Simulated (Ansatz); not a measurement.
Input and output for `[OH][Ge]([F])([Cl])[Cl]`.

```yaml
crystal:
  periodic: [false, false, false]
  atoms:
    - {symbol: O, position_ang: [-0.615381, 0.491569, 1.191404]}
    - {symbol: Ge, position_ang: [0.197460, 0.033571, -0.278044]}
    - {symbol: F, position_ang: [1.721399, -0.658354, 0.099095]}
    - {symbol: Cl, position_ang: [-0.868960, -1.440333, -1.358023]}
    - {symbol: Cl, position_ang: [0.521485, 1.773104, -1.408138]}
    - {symbol: H, position_ang: [-0.913903, -0.263557, 1.707507]}
basis:
  gaussian: {orbitals: "6-31G*", fitting: {mean_field: def2-universal-jkfit}}
hamiltonian: {xc: {name: RPBE}}
scf: {lower_state_search: off}
```

```sh
$ ansatz run in.yaml --threads 4 --pin off --events-out ev --progress --plain --max-ram 10444MiB
```

Shortened log:

```
Functional definition: RPBE
694 factors; integrals over basis functions are off by at most 7.9e-2 eV
mean field evaluation 1: about -86326.2904 eV, gradient 6.4e1 eV
mean field evaluation 2: about -86286.2466 eV, gradient 1.5e2 eV
mean field evaluation 4: about -86332.6336 eV, gradient 1.3e1 eV
mean field evaluation 8: about -86332.9345 eV, gradient 5.9e-2 eV
mean field evaluation 16: about -86332.9373 eV, gradient 8.7e-6 eV
mean field -86332.93727560 eV, -3172.6769263116 hartree, gradient 8.7e-6 eV, S^2 0.000000; 0 other end points of the search recorded, 0 dependent functions left out
reference -86332.93731424 eV, -3172.6769277315 hartree; 42, 42 occupied and 63, 63 virtual orbitals, 694 factors
Total energy: -86332.93731424 eV, -3172.6769277315 hartree
Checks for a lower state left out: stability, starts, cluster_reference, orbital_swaps, neighbouring_geometries, increment
```

Hardware: 4 threads of an AMD EPYC 9R45 on a shared host. Wall time 0.25 s, peak host memory 0.41 GiB.
